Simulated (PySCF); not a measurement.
C₂H₇FSi₂. Atoms are numbered in the order given.

```xyz
12

F      1.4002    -0.9127     0.0000
Si    -0.0315    -1.6986     0.0000
C     -1.3787    -0.4184     0.0000
C     -1.2082     0.9165     0.0000
Si     0.4022     1.9102     0.0000
H     -0.0892    -2.5552    -1.2180
H     -0.0892    -2.5552     1.2180
H     -2.4098    -0.8052     0.0000
H     -2.1207     1.5311     0.0000
H      1.2155     1.6471    -1.2225
H      0.0069     3.3521     0.0000
H      1.2155     1.6471     1.2225
```

Geometry optimised at PBE0-D3(BJ)/def2-SVP. The structure was generated by enumeration; whether it is a known compound was not checked. Other conformers were not sampled.

Method: PySCF 2.14.0 with TDDFT-PBE/def2-SVPD.

Vertical excitations.  State labels are in the subgroup Cs.

Task: List the lowest excited states. (An estimate is asked for; the answer gives what the named calculation found.)

Result: 
```json
[
 {"state": "S1", "symmetry": "A\"", "energy (eV)": "5.33", "λ (nm)": "233", "f": "0.006", "main pairs": "HOMO−1→LUMO 99 %"},
 {"state": "S2", "symmetry": "A'", "energy (eV)": "5.75", "λ (nm)": "216", "f": "0.216", "main pairs": "HOMO→LUMO 78 %, HOMO−4→LUMO 21 %"},
 {"state": "S3", "symmetry": "A\"", "energy (eV)": "5.87", "λ (nm)": "211", "f": "0.002", "main pairs": "HOMO−2→LUMO 99 %"},
 {"state": "S4", "symmetry": "A\"", "energy (eV)": "6.09", "λ (nm)": "204", "f": "0.000", "main pairs": "HOMO→LUMO+1 99 %"},
 {"state": "S5", "symmetry": "A'", "energy (eV)": "6.38", "λ (nm)": "194", "f": "0.022", "main pairs": "HOMO−3→LUMO 73 %, HOMO−1→LUMO+1 25 %"},
 {"state": "S6", "symmetry": "A'", "energy (eV)": "6.45", "λ (nm)": "192", "f": "0.017", "main pairs": "HOMO−1→LUMO+1 74 %, HOMO−3→LUMO 24 %"},
 {"state": "S7", "symmetry": "A\"", "energy (eV)": "6.92", "λ (nm)": "179", "f": "0.000", "main pairs": "HOMO−5→LUMO 90 %"},
 {"state": "S8", "symmetry": "A\"", "energy (eV)": "6.94", "λ (nm)": "179", "f": "0.000", "main pairs": "HOMO→LUMO+2 92 %"},
 {"state": "S9", "symmetry": "A'", "energy (eV)": "7.04", "λ (nm)": "176", "f": "0.074", "main pairs": "HOMO−4→LUMO 62 %, HOMO→LUMO 14 %, HOMO−2→LUMO+1 12 %"},
 {"state": "S10", "symmetry": "A'", "energy (eV)": "7.16", "λ (nm)": "173", "f": "0.051", "main pairs": "HOMO−2→LUMO+1 87 %"},
 {"state": "T1", "symmetry": "A'", "energy (eV)": "3.95", "λ (nm)": "314", "f": "0", "main pairs": "HOMO→LUMO 96 %"},
 {"state": "T2", "symmetry": "A\"", "energy (eV)": "4.77", "λ (nm)": "260", "f": "0", "main pairs": "HOMO−1→LUMO 99 %"},
 {"state": "T3", "symmetry": "A\"", "energy (eV)": "5.71", "λ (nm)": "217", "f": "0", "main pairs": "HOMO−2→LUMO 99 %"},
 {"state": "T4", "symmetry": "A\"", "energy (eV)": "5.97", "λ (nm)": "208", "f": "0", "main pairs": "HOMO→LUMO+1 99 %"}
]
```
Triplets are in the Tamm–Dancoff approximation, which puts them higher than full response would, so one can lie above its singlet here.
